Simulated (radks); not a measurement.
Task: Excited configurations of the argon ion Ar2+: one electron is placed in a higher orbital outside [Ne] 3s2 3p3. The ground configuration is [Ne] 3s2 3p4. All-electron calculation, non-relativistic Kohn-Sham, BLYP, spin-unpolarised, spherical densities, point nucleus. Program: a radial shooting solver on a logarithmic mesh with Libxc functionals. Excitation = E - E(ground); binding = E(ion) - E, where the ion is the core of charge +3; n* = 3/sqrt(2 binding) in atomic units, and the quantum defect is n - n*.

| outer orbital | excitation (eV) | binding (eV) | n* | quantum defect | eigenvalue (eV) | <r> (bohr) |
|---|---|---|---|---|---|---|
| 3d | 20.702 | 21.739 | 2.373 | 0.627 | -16.031 | 1.940 |
| 4s | 23.559 | 18.882 | 2.547 | 1.453 | -15.732 | 3.359 |
| 4p | 27.127 | 15.314 | 2.828 | 1.172 | -12.601 | 3.815 |
| 4d | 31.991 | 10.450 | 3.423 | 0.577 | -8.480 | 4.952 |
| 4f | 34.597 | 7.844 | 3.951 | 0.049 | -6.103 | 5.645 |
| 5d | 35.898 | 6.543 | 4.326 | 0.674 | -5.431 | 8.620 |
| 5f | 37.088 | 5.353 | 4.783 | 0.217 | -4.354 | 9.606 |
| 6p | 36.904 | 5.537 | 4.703 | 1.297 | -4.717 | 11.10 |
| 7s | 38.182 | 4.259 | 5.362 | 1.638 | -3.671 | 14.87 |
| 7p | 38.553 | 3.888 | 5.612 | 1.388 | -3.339 | 16.01 |

Estimate the row for 5p.

Result: excitation (eV) 33.845; binding (eV) 8.596; n* 3.774; quantum defect 1.226; eigenvalue (eV) -7.232; <r> (bohr) 7.042. The Delta-SCF ionisation energy is 42.441 eV (NIST Atomic Spectra Database: 40.74 eV, semi-empirical). Self-interaction in the functional shifts the binding energies and quantum defects, so they are the method's values and not measured ones. Spin polarisation and multiplet splitting are left out, so open shells lie too high by an amount that depends on their filling.

Beside tabulated values, note that spin-unpolarised runs miss the spin-polarisation part of the exchange energy of open shells.
